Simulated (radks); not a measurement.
Results of a calculation; reference values are marked as such.
Fe3+, 23 electrons, occupied as [Ar] 3d5. Code: a radial shooting solver on a logarithmic mesh with Libxc functionals. Model: non-relativistic Kohn-Sham, Slater X-alpha with alpha = 0.667, spin-polarised, spherical densities, point nucleus; open shells are filled with parallel spins first.

X-ray form factor f0, the Fourier transform of the density (f0(0) = 23):

| sin(theta)/lambda (1/angstrom) | f0 (electrons) |
|---|---|
| 0.05 | 22.758 |
| 0.1 | 22.063 |
| 0.15 | 20.996 |
| 0.2 | 19.666 |
| 0.25 | 18.192 |
| 0.3 | 16.679 |
| 0.4 | 13.835 |
| 0.5 | 11.501 |
| 0.6 | 9.752 |
| 0.8 | 7.631 |
| 1 | 6.512 |
| 1.25 | 5.546 |
| 1.5 | 4.667 |
| 2 | 3.145 |
